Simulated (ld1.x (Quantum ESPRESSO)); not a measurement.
Results of a calculation; reference values are marked as such.
Potentials for S (Z = 16) compared

Generated with ld1.x 7.5 (TM, RRKJ, ultrasoft, PAW), atompaw 4.2 or ONCVPSP 4.0.1. The cutoff is in Ry: for ld1.x and atompaw files where the sum of valence levels is converged to 10 mRy in a Bessel basis, for ONCV files where the hardest occupied wave has 1 mHa per electron of residual kinetic energy. The error is the largest all-electron minus pseudo excitation energy over each file’s own four to seven test configurations (ionisations up to +4, promotions, holes and added fractions of an electron), all of which were solved. The labels leave out finer settings (local radius, basis sizes, second energies), which also bear on the numbers. Spin-polarised tests are not counted. The rows are a selection from randomly drawn settings: files with unsolved tests, undetermined cutoffs or missed reference levels are left out.

A true bound ghost makes a file unfit for plane-wave use even where its test errors are small: the radial tests pick states by their node count and pass the ghost by.

| potential | cutoff (Ry) | largest error (meV) | bound ghosts |
| --- | --- | --- | --- |
| TM, PBEsol, scalar-relativistic, rc 1.45/1.30/1.35 (spd), local d, core correction yes, reference 3s2 3p2.5 | 45 | +212 | none |
| ultrasoft, PBE, scalar-relativistic, rc 1.25/1.55/1.45 (spd), local smoothed, core correction yes, reference 3s2 3p1 | 25 | +128 | none |
| TM, Wu–Cohen, scalar-relativistic, rc 1.10/1.65 (sp), local p, core correction yes, reference 3s1.5 3p4.5 | 55 | +207 | none |
| TM semilocal, PBE, scalar-relativistic, rc 1.20/1.25 (sp), local p, core correction yes, reference 3s1.5 3p4.5 | 60 | +70 | none |
| ultrasoft, PBE, scalar-relativistic, rc 1.60/1.45/1.30 (spd), local smoothed, core correction yes, reference 3s2 3p4 | 15 | -26 | none |

**Question.** Fill in the row for S: RRKJ, LDA (PZ), non-relativistic, rc 1.05/1.45/1.20 (spd), local s, core correction yes, reference 3s2 3p4.

**Answer.** cutoff 80 Ry, largest error +304 meV, bound ghosts: none.

**Question.** Fill in the row for S: RRKJ, PW91, scalar-relativistic, rc 1.00/1.25 (sp), local s, core correction no, reference 3s2 3p4.

**Answer.** cutoff 80 Ry, largest error +402 meV, bound ghosts: none.

**Question.** Fill in the row for S: TM, LDA (PZ), non-relativistic, rc 1.20/1.80 (sp), local smoothed, core correction no, reference 3s1.5 3p4.5.

**Answer.** cutoff 30 Ry, largest error +1688 meV, bound ghosts: s.
